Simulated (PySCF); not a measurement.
# How methods differ on the ionisation energy of Ce⁺

Ce⁺ [Xe] 4f1 5d2 [4f5/2^1 5d3/2^2, M_J = 9/2] → Ce²⁺ [Xe] 4f2 [4f5/2^2, M_J = 4], as a difference of total energies. All numbers are calculated (PySCF 2.14, the two-component X2C-1e Hamiltonian, in x2c-SVPall-2c (7s10p9d3f1g, 112 functions)). Correlated levels: [Ar] 3d10 frozen; the 16 highest virtual spinors dropped. "Screened" scales the spin-orbit matrix elements by Boettger's factors to mimic the two-electron term; Breit and QED terms are absent.

| method | ionisation energy (eV) |
| --- | --- |
| GHF (spin-free) | 10.958 |
| GMP2 (spin-free) | 11.911 |
| GHF (screened spin-orbit) | 11.049 |
| GMP2 (screened spin-orbit) | 12.031 |

Question: How much does correlation contribute at GMP2 (screened spin-orbit)?

Answer: 12.031 − (11.049) = 0.982 eV, measured against GHF (screened spin-orbit).

The spin-free rows relax to the high-spin LS determinant and lack the spin-orbit shift.

Errors of the correlated levels include the incompleteness of this basis and the frozen core.

The labels give the starting determinants; with spin-orbit coupling the two ends relaxed to ⟨J²⟩ = 25.42, ⟨L²⟩ = 38.84, ⟨S²⟩ = 3.14 and ⟨J²⟩ = 20.99, ⟨L²⟩ = 29.79, ⟨S²⟩ = 1.99.

The determinant of Ce⁺ and of Ce²⁺ mixes levels of different J (the jj label is only the starting occupation), so the difference between spin-free and spin-orbit rows is not the physical spin-orbit shift.

For comparison: 10.956 ± 0.02 eV (semi-empirical (NIST evaluation); NIST Atomic Spectra Database, ionization energies).
